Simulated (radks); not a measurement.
Problem. All-electron atom: Gd11+ in [Kr] 4d10 5s2 5p5 (not the ground configuration). Method: scalar-relativistic Kohn-Sham, r2SCAN, spin-polarised, spherical densities, finite nucleus; open shells are filled with parallel spins first (spin-orbit coupling, left out, can overturn this in heavy ions); meta-GGA in the generalised Kohn-Sham scheme; Fermi nuclear charge, rms radius 5.1569 fm; computed with a radial shooting solver on a logarithmic mesh with Libxc functionals. Some entries of the table are withheld. Estimate them.

orbital  occ.  eigenvalue (eV)  <1/r> (bohr^-1)  r(max) (bohr)
1s up       1        -50412.89            71.64        0.01392
1s down     1        -50412.67            71.64        0.01392
2s up       1        -8554.454            16.63        0.07898
2s down     1        -8554.409            16.63        0.07899
2p up       3        -7635.743            15.51        0.06397
2p down     3        -7635.599            15.51        0.06397
3s up       1        -2106.491            6.117         0.2241
3s down     1        -2106.393            6.117         0.2241
3p up       3        -1820.522            5.743         0.2200
3p down     3        -1820.383            5.743         0.2200
3d up       5        -1442.845            5.437         0.1805
3d down     5        -1442.695            5.437         0.1805
4s up       1        -616.5934            2.640         0.5095
4s down     1        -616.3269            2.639         0.5097
4p up       3        -518.8540            2.451         0.5291
4p down     3        -518.5957            2.450         0.5293
4d up       5        -383.2115            2.211         0.5426
4d down     5        -382.8938            2.212         0.5427
4f up       0        -234.0745            1.886         0.5084
4f down     0        -233.6120            1.889         0.5084
5s up       1        -232.4560            1.216          1.071
5s down     1        -230.7122            1.217          1.071
5p up       3        -199.9416            1.118          1.150
5p down     2        -198.2080            1.117          1.149
5d up       0        -153.9055           0.9845            (1)
5d down     0        -152.2824           0.9817            (2)
6s up       0        -114.5171              (3)          1.976
6s down     0        -113.7041              (4)          1.998

Solution. 
(1) 5d up r(max) (bohr): 1.286
(2) 5d down r(max) (bohr): 1.285
(3) 6s up <1/r> (bohr^-1): 0.6901
(4) 6s down <1/r> (bohr^-1): 0.6838
